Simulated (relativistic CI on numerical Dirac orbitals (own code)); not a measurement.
Re²⁺: 4f photoemission

Computed with this model: Dirac-Coulomb-Breit CI, KLI orbitals optimised for each configuration, model QED, multiplet model of photoemission in the sudden approximation, unscaled Slater integrals; configurations [Xe] 4f14 5d5 → [Xe] 4f13 5d5; 300 K; Lorentzian 0.25 eV and Gaussian 0.5 eV FWHM. Energies are those of the free ion, without screening or charge transfer. The energies are binding energies and can lie tens of eV above those of solids. S is read from ⟨S²⟩ = S(S + 1).

free ion: ground-state S = 2.46, centroid 66.81 eV. Peaks (eV, height): 65.4 (100), 68.0 (74), 70.2 (9).

Strongest unbroadened transitions for free ion:

```
Energy (eV)  Relative strength
      65.17              100.0
      65.38               84.2
      65.58               68.0
      65.79               52.0
      66.01               36.0
      66.29               21.7
      67.58                7.7
      67.66               18.9
      67.68               21.5
      67.86               37.4
      67.98               53.1
      68.09               52.7
      68.31                5.7
      68.56                6.3
      68.84                9.3
      69.20                9.6
      69.90                6.5
      70.38                6.8
```
